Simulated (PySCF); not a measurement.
Species: C6H9NSSi.
Bonds: C1–C2, C2–S3 (double), C2–Si4, Si4–N5, N5–C6 (aromatic), C6–C7 (aromatic), C7–C8 (aromatic), C8–C9 (aromatic), N5–C9 (aromatic). Hydrogens: H10, H11, H12 on C1; H13, H14 on Si4; H15 on C6; H16 on C7; H17 on C8; H18 on C9.

All values: PBE0/pcSseg-1 and PBE0/def2-SVPD (PySCF, non-relativistic), on one gas-phase PBE0-D3(BJ)/def2-SVP geometry that isn't relaxed in the solvent. The solvent is an IEF-PCM continuum (van der Waals radii × 1.2). Only the electrostatic response of the medium enters.

Gas phase at PBE0/pcSseg-1: HOMO -6.41 eV, LUMO -2.68 eV, dipole 0.96 D.

What does the continuum do to the energy, the frontier levels and the dipole at PBE0/pcSseg-1 in benzene and chloroform?

```tsv
solvent	ε	E(solvent) − E(gas) (kcal/mol)	polarisation term (kcal/mol)	distortion of the solute (kcal/mol)	HOMO (eV)	LUMO (eV)	dipole (D)
benzene	2.271	-2.18	-2.33	0.15	-6.39	-2.63	1.12
chloroform	4.711	-3.56	-3.96	0.40	-6.39	-2.62	1.22
```

The polarisation term is half the interaction of the solute with the surface charges that it induces; the rest is the cost of distorting the solute's density. The sum is the electrostatic part of solvation alone. From benzene to chloroform the lowering changes by a factor 1.63, Onsager's factor (ε − 1)/(2ε + 1) by 1.55 and ε itself by 2.1.

Which Hirshfeld charges (PBE0/pcSseg-1) respond most in benzene (means over atoms taken as equivalent)?

```csv
atoms,environment,gas (e),solvent (e),change
S3,thiocarbonyl sulfur,-0.083,-0.102,-0.019
C7/C8,aromatic CH carbon,-0.094,-0.100,-0.006
C2,thiocarbonyl carbon,-0.035,-0.031,+0.004
H15/H18,aromatic hydrogen,+0.052,+0.056,+0.004
Si4,SiH2 silicon,+0.370,+0.373,+0.003
H10/H11/H12,methyl hydrogen,+0.053,+0.056,+0.003
H13/H14,Si–H hydrogen,-0.063,-0.061,+0.002
C1,methyl carbon,-0.118,-0.117,+0.001
```

Which Mayer bond orders change most in benzene?

```csv
bond,length (Å),gas,solvent,change
C2–S3,1.628,1.910,1.891,-0.019
C1–C2,1.488,1.009,1.016,+0.007
C7–C8,1.424,1.333,1.327,-0.006
C1–H12,1.105,0.929,0.925,-0.004
C2–Si4,1.894,0.766,0.763,-0.003
Si4–N5,1.775,0.801,0.799,-0.002
N5–C6,1.380,1.113,1.115,+0.002
C1–H10,1.104,0.929,0.927,-0.002
```

How do the nuclear quadrupole coupling constants eQVzz/h respond in benzene?

| nucleus | Q (barn) | gas (MHz) | solvent (MHz) | η gas | η solvent |
| --- | --- | --- | --- | --- | --- |
| 33S at S3 | -0.06781 | 45.62 | 44.68 | 0.34 | 0.31 |
| 14N at N5 | 0.02044 | -1.96 | -1.93 | 0.82 | 0.84 |

Gas phase at PBE0/def2-SVPD: HOMO -6.45 eV, LUMO -2.73 eV, dipole 1.11 D.

What does the continuum do to the energy, the frontier levels and the dipole at PBE0/def2-SVPD in benzene?

```csv
solvent,ε,E(solvent) − E(gas) (kcal/mol),polarisation term (kcal/mol),distortion of the solute (kcal/mol),HOMO (eV),LUMO (eV),dipole (D)
benzene,2.271,-2.13,-2.30,0.17,-6.42,-2.69,1.32
```

How does the static polarisability (PBE0/def2-SVPD, frozen core, with the continuum's full static response) change?

| medium | isotropic (au) | principal values (au) | ⟨r²⟩ of the electrons (bohr²) |
| --- | --- | --- | --- |
| gas | 124.6 | 103.7, 104.7, 165.4 | 1973.0 |
| benzene | 144.7 | 120.1, 122.5, 191.7 | 1974.0 |

The isotropic value in benzene is 1.16 times the gas-phase one; no cavity-field correction is applied. ⟨r²⟩ is taken about the centre of nuclear charge.

The values belong to the conformer `[CH3:1][C:2](=[S:3])[SiH2:4][n:5]1[cH:6][cH:7][cH:8][cH:9]1`: C1–C2–Si4–N5 -1°, C2–Si4–N5–C6 -83°.
